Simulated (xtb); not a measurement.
H2Cl3NTi (SMILES [NH2][Ti]([Cl])([Cl])[Cl]), singlet, geometry from GFN2-xTB (such geometries of metal compounds can be far from the true shape); GFN2-xTB (xtb).

Here is a job for xtb.
```
$ xtb mol.xyz --gfn 2 --chrg 0 --uhf 0 --json

# file mol.xyz
7

Ti    -0.13937091    -0.24600478    -0.03069779
Cl     1.81546559    -0.40073557    -0.86150818
Cl     0.06558105     0.32640835     2.01346250
Cl    -1.09675410     1.40177927    -0.99077141
N     -1.07131466    -1.79322522    -0.21542631
H     -0.79360286    -2.60218848    -0.77409091
H     -1.97400768    -1.99981506     0.21731681
```

Problem. What does xtb print? Leave out banner, timings and long lists.

Solution. 
```
   ID    Z sym.   atoms
    1   22 Ti     1
    2   17 Cl     2-4
    3    7 N      5
    4    1 H      6, 7

           -------------------------------------------------
          |                Calculation Setup                |
           -------------------------------------------------

           -------------------------------------------------
          |                 G F N 2 - x T B                 |
           -------------------------------------------------

          ...................................................
          :                      SETUP                      :
          :.................................................:
          :  # basis functions                  46          :
          :  # atomic orbitals                  42          :
          :  # shells                           16          :
          :  # electrons                        32          :
          :  max. iterations                   250          :
          :  Hamiltonian                  GFN2-xTB          :
          :  restarted?                      false          :
          :  GBSA solvation                  false          :
          :  PC potential                    false          :
          :  electronic temp.          300.0000000     K    :
          :  accuracy                    1.0000000          :
          :  -> integral cutoff          0.2500000E+02      :
          :  -> integral neglect         0.1000000E-07      :
          :  -> SCF convergence          0.1000000E-05 Eh   :
          :  -> wf. convergence          0.1000000E-03 e    :
          :  Broyden damping             0.4000000          :
          :  net charge                          0          :
          :  unpaired electrons                  0          :
          ...................................................

 iter      E             dE          RMSdq      gap      omega  full diag
   1    -18.9046136 -0.189046E+02  0.148E+01    0.60       0.0  T
   2    -19.3421272 -0.437514E+00  0.112E+01    3.32       1.0  T
   3    -19.4301526 -0.880254E-01  0.587E+00    3.15       1.0  T
   4    -19.4709411 -0.407885E-01  0.181E+00    2.92       1.0  T
   5    -19.4703028  0.638284E-03  0.146E+00    2.86       1.0  T
   6    -19.4703836 -0.808395E-04  0.105E+00    2.27       1.0  T
   7    -19.4724757 -0.209205E-02  0.498E-01    2.44       1.0  T
   8    -19.4728985 -0.422822E-03  0.218E-01    2.64       1.0  T
   9    -19.4729365 -0.379387E-04  0.170E-01    2.62       1.0  T
  10    -19.4729904 -0.539106E-04  0.276E-02    2.57       1.4  T
  11    -19.4729918 -0.139165E-05  0.650E-03    2.57       5.8  T
  12    -19.4729919 -0.975580E-07  0.333E-03    2.58      11.4  T
  13    -19.4729919 -0.245186E-07  0.188E-03    2.58      20.1  T
  14    -19.4729919 -0.591852E-08  0.106E-03    2.58      35.7  T
  15    -19.4729919 -0.119467E-08  0.861E-04    2.58      43.9  T
  16    -19.4729919 -0.144985E-08  0.357E-04    2.58     105.7  T

   *** convergence criteria satisfied after 16 iterations ***

         :::::::::::::::::::::::::::::::::::::::::::::::::::::
         ::                     SUMMARY                     ::
         :::::::::::::::::::::::::::::::::::::::::::::::::::::
         :: total energy             -19.394578579877 Eh    ::
         :: gradient norm              0.000078710195 Eh/a0 ::
         :: HOMO-LUMO gap              2.576343732241 eV    ::
         ::.................................................::
         :: SCC energy               -19.472983391702 Eh    ::
         :: -> isotropic ES            0.055777709595 Eh    ::
         :: -> anisotropic ES          0.000424383350 Eh    ::
         :: -> anisotropic XC          0.001573607278 Eh    ::
         :: -> dispersion             -0.006019740128 Eh    ::
         :: repulsion energy           0.078404811824 Eh    ::
         :: add. restraining           0.000000000000 Eh    ::
         :: total charge              -0.000000000000 e     ::
         :::::::::::::::::::::::::::::::::::::::::::::::::::::

           -------------------------------------------------
          |                Property Printout                |
           -------------------------------------------------

    * Orbital Energies and Occupations

         #    Occupation            Energy/Eh            Energy/eV
      -------------------------------------------------------------
         1        2.0000           -1.0931019             -29.7448
       ...           ...                  ...                  ...
         4        2.0000           -0.6711092             -18.2618
         5        2.0000           -0.5522523             -15.0275
         6        2.0000           -0.5484136             -14.9231
         7        2.0000           -0.4691609             -12.7665
         8        2.0000           -0.4617804             -12.5657
         9        2.0000           -0.4605189             -12.5314
        10        2.0000           -0.4575530             -12.4507
        11        2.0000           -0.4499458             -12.2436
        12        2.0000           -0.4486835             -12.2093
        13        2.0000           -0.4467561             -12.1569
        14        2.0000           -0.4461070             -12.1392
        15        2.0000           -0.4401422             -11.9769
        16        2.0000           -0.4234314             -11.5222 (HOMO)
        17                         -0.3287525              -8.9458 (LUMO)
        18                         -0.3215821              -8.7507
        19                         -0.2967371              -8.0746
        20                         -0.2864043              -7.7935
        21                         -0.2750553              -7.4846
        22                         -0.0452518              -1.2314
        23                          0.0171393               0.4664
        24                          0.0194941               0.5305
        25                          0.0197641               0.5378
        26                          0.0200045               0.5444
        27                          0.0204924               0.5576
       ...                                ...                  ...
        42                          0.8680033              23.6196
      -------------------------------------------------------------
                  HL-Gap            0.0946789 Eh            2.5763 eV
             Fermi-level           -0.3760920 Eh          -10.2340 eV

     #   Z          covCN         q      C6AA      α(0)
     1  22 Ti       3.065     0.887   104.538    24.967
     2  17 Cl       0.762    -0.268   107.477    15.858
     3  17 Cl       0.762    -0.274   107.685    15.874
     4  17 Cl       0.762    -0.278   107.805    15.882
     5   7 N        2.495    -0.469    32.435     8.458
     6   1 H        0.864     0.201     1.102     1.644
     7   1 H        0.864     0.200     1.104     1.646

 Mol. C6AA /au·bohr⁶  :       2324.409478
 Mol. C8AA /au·bohr⁸  :     114128.736972
 Mol. α(0) /au        :         84.328839

Wiberg/Mayer (AO) data.
largest (>0.10) Wiberg bond orders for each atom

 ---------------------------------------------------------------------------
     #   Z sym  total        # sym  WBO       # sym  WBO       # sym  WBO
 ---------------------------------------------------------------------------
     1  22 Ti   4.799 --     5 N    1.247     2 Cl   1.159     3 Cl   1.138
                             4 Cl   1.127
     2  17 Cl   1.292 --     1 Ti   1.159
     3  17 Cl   1.278 --     1 Ti   1.138
     4  17 Cl   1.271 --     1 Ti   1.127
     5   7 N    3.174 --     1 Ti   1.247     6 H    0.893     7 H    0.892
     6   1 H    0.960 --     5 N    0.893
     7   1 H    0.960 --     5 N    0.892
 ---------------------------------------------------------------------------

Topologies differ in total number of bonds
Writing topology from bond orders to xtbtopo.mol

molecular dipole:
                 x           y           z       tot (Debye)
 q only:       -0.709      -1.268      -0.159
   full:       -0.686      -1.277      -0.164       3.709
molecular quadrupole (traceless):
                xx          xy          yy          xz          yz          zz
 q only:       -0.496       5.087       4.426       0.074       1.369      -3.930
  q+dip:       -0.596       7.050       6.074      -0.000       1.952      -5.478
   full:       -0.436       6.651       5.701      -0.260       2.011      -5.265

           -------------------------------------------------
          | TOTAL ENERGY              -19.394578579877 Eh   |
          | GRADIENT NORM               0.000078710195 Eh/α |
          | HOMO-LUMO GAP               2.576343732241 eV   |
           -------------------------------------------------

normal termination of xtb
```
